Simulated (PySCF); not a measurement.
Species: C9H8FP.
Atom-mapped SMILES: `[CH2:1]=[CH:2]/[CH:3]=[P:4]\[c:5]1[cH:6][cH:7][cH:8][c:9]([F:10])[cH:11]1`

Definitions: NICS(0) = −σiso at the ring centroid; NICS(1) = −σiso and NICS(1)zz = −σzz at ±1 Å along the ring normal z. Level: GIAO PBE0/pcSseg-1 (PySCF, non-relativistic, gas phase) on the GFN2-xTB geometry, one conformer.

Ring bond lengths (Å), with Mayer bond orders in brackets: C5–C6 1.392 (1.41), C6–C7 1.383 (1.45), C7–C8 1.384 (1.41), C8–C9 1.384 (1.43), C9–C11 1.381 (1.43), C11–C5 1.391 (1.35).

Task: Give the NICS values of each ring in ppm.

Result: 
```tsv
ring	type	NICS(0)	NICS(1), two faces	NICS(1)zz, two faces	rms pucker (Å)	centre to ring atoms, mean (Å)
C5–C6–C7–C8–C9–C11	6-membered carbocycle; formal bonds all aromatic	-9.5	-11.0 / -10.7	-27.9 / -27.1	0.01	1.39
```

Task: What do they say, and how far can they be read as aromaticity?

Result: 
- C5–C6–C7–C8–C9–C11: mean NICS(1)zz -27.5 ppm, shielded. The ring is flat and has no four-coordinate atom; by the NICS criterion it is aromatic.

Task: How equal are the bonds by HOMA? HOMA takes Krygowski's 1993 parameters.

Result: 
- C5–C6–C7–C8–C9–C11: HOMA 0.99 = 1 − EN − GEO, with mean bond length 1.386 Å, EN = α(Ropt − mean)² = 0.001 and GEO = α × variance = 0.004. The geometric and the magnetic index point the same way.

Task: What are the shieldings of the ring atoms and their hydrogens in the same run (means over atoms taken as equivalent)?

Result: 
| atoms | environment | σ isotropic (ppm) | principal values of the symmetric part, first atom (ppm) |
| --- | --- | --- | --- |
| C5 | substituted aromatic carbon | 34.7 | -50.5, -7.1, 161.7 |
| C6 | aromatic CH carbon | 54.1 | -54.3, 42.0, 174.7 |
| C7 | aromatic CH carbon | 51.3 | -56.6, 35.2, 175.2 |
| C8 | aromatic CH carbon | 65.5 | -20.1, 47.3, 169.3 |
| C9 | aromatic C–F carbon | 14.6 | -72.3, 31.3, 84.8 |
| C11 | aromatic CH carbon | 60.8 | -23.7, 47.1, 159.0 |
| H on C6 | aromatic hydrogen | 24.22 | 20.5, 23.6, 28.5 |
| H on C7 | aromatic hydrogen | 23.99 | 20.7, 24.8, 26.5 |
| H on C8 | aromatic hydrogen | 24.37 | 21.0, 25.0, 27.1 |
| H on C11 | aromatic hydrogen | 24.34 | 20.7, 22.9, 29.5 |

Shape of the structure used: `[CH2:1]=[CH:2]/[CH:3]=[P:4]\[c:5]1[cH:6][cH:7][cH:8][c:9]([F:10])[cH:11]1`: C1–C2–C3–P4 -179°, C3–P4–C5–C6 -118°.
